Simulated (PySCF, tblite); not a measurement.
Species: C₄H₁₀OP₂.
SMILES with atom numbers: `[CH2:1]=[CH:2][CH2:3][P@:4]([CH3:5])(=[O:6])[PH2:7]` (hydrogens: H8, H9 on C1; H10 on C2; H11, H12 on C3; H13, H14, H15 on C5; H16, H17 on P7)

Geometry (GFN2-xTB, Å), atoms numbered from 1 in this order:
```xyz
17
C4H10OP2 angstrom
C      2.2601    0.7660    1.0416
C      1.8910   -0.1806    0.1954
C      0.6521   -0.9866    0.3617
P     -0.6328   -0.1416   -0.6717
C     -2.1995   -1.0226   -0.2815
O     -0.3169   -0.1144   -2.1088
P     -0.8214    1.8492    0.2340
H      3.1353    1.3705    0.8763
H      1.7076    0.9582    1.9488
H      2.4508   -0.3623   -0.7120
H      0.3154   -1.0038    1.3980
H      0.7692   -2.0021   -0.0205
H     -2.9846   -0.6001   -0.9057
H     -2.0766   -2.0739   -0.5353
H     -2.4588   -0.9167    0.7678
H     -1.8448    2.1342   -0.6665
H      0.1470    2.3387   -0.6325
```

Method: PBE0/pcSseg-1 in PySCF (dipole) on a GFN2-xTB geometry, gas phase.

Take the most abundant isotopes and a rigid rotor. The values belong to one conformer with, in the numbering `[CH2:1]=[CH:2][CH2:3][P@:4]([CH3:5])(=[O:6])[PH2:7]`, C1–C2–C3–P4 95°, C2–C3–P4–C5 -173°, C3–P4–P7–H -176° and 91°.

(1) Give the principal moments of inertia and the rotational constants in MHz.

(2) Classify the top.

(3) What does the inertial defect say?

(4) Give the other two planar moments, Paa and Pbb, and the rms extents of the mass along the axes.

(5) Predict some low-J microwave lines.

(6) Estimate the classical rotational partition function at 25 K, 50 K and 100 K.

Results:

(1) Ia = 230.92, Ib = 338.79, Ic = 433.05 u·Å²; 505379 MHz·u·Å²/I gives A = 2189, B = 1492, C = 1167 MHz.

(2) An asymmetric top; Ray's κ = -0.364.

(3) Not planar: Δ = Ic − Ia − Ib = -136.66 u·Å². For a rigid frame Δ = −2 Σ m c², so Σ m c² = 68.33 u·Å² lies off the ab plane: 13.40 from hydrogen and 54.93 from heavier atoms. The atom farthest from that plane is 2.01 Å away.

(4) Paa = Σ m a² = (Ib + Ic − Ia)/2 = 270.46 and Pbb = Σ m b² = (Ia + Ic − Ib)/2 = 162.59 u·Å². With the mass M = 136.02 u, the rms extents √(P/M) along a, b and c are 1.41, 1.09, 0.71 Å.

(5) The dipole components are |μa| = 0.26 D, |μb| = 0.32 D, |μc| = 2.87 D. The squared components, which scale the intensities, stand as 0.01 : 0.01 : 1.00 (a : b : c). Some lines, for components of 0.1 D or more:

| type | branch | J(Ka,Kc) | MHz | lower level (cm⁻¹) |
| --- | --- | --- | --- | --- |
| c | Q | 2(1,2) ← 2(0,2) | 462 | 0.263 |
| c | Q | 1(1,1) ← 1(0,1) | 697 | 0.089 |
| b | Q | 3(2,1) ← 3(1,2) | 2081 | 0.591 |
| b | Q | 2(2,0) ← 2(1,1) | 2180 | 0.311 |
| c | R | 1(1,0) ← 0(0,0) | 3680 | 0.000 |
| c | Q | 3(3,1) ← 3(2,1) | 3935 | 0.660 |
| b | Q | 3(3,0) ← 3(2,1) | 3951 | 0.660 |
| a | R | 2(1,2) ← 1(1,1) | 4993 | 0.112 |
| a | R | 2(0,2) ← 1(0,1) | 5228 | 0.089 |
| a | R | 2(1,1) ← 1(1,0) | 5642 | 0.123 |
| b | R | 3(1,2) ← 2(2,1) | 6307 | 0.381 |
| b | R | 3(0,3) ← 2(1,2) | 7193 | 0.278 |
| a | R | 3(0,3) ← 2(0,2) | 7655 | 0.263 |
| c | R | 2(2,0) ← 1(1,0) | 7822 | 0.123 |
| b | R | 3(1,3) ← 2(0,2) | 7901 | 0.263 |
| a | R | 3(2,1) ← 2(2,0) | 8298 | 0.384 |
| a | R | 3(1,2) ← 2(1,1) | 8397 | 0.311 |
| b | R | 3(2,1) ← 2(1,2) | 11452 | 0.278 |

(6) Point group C1, symmetry number σ = 1; q = (√π/σ)·√((kT/h)³/(ABC)), k/h = 20836.6 MHz/K: 10800 at 25 K, 30500 at 50 K, 86400 at 100 K.

Its GFN2-xTB frequencies are all real (lowest 40 cm⁻¹). Zero-point vibration and centrifugal distortion are left out. A rigid rotor knows nothing of internal rotation, which can split or shift real lines.
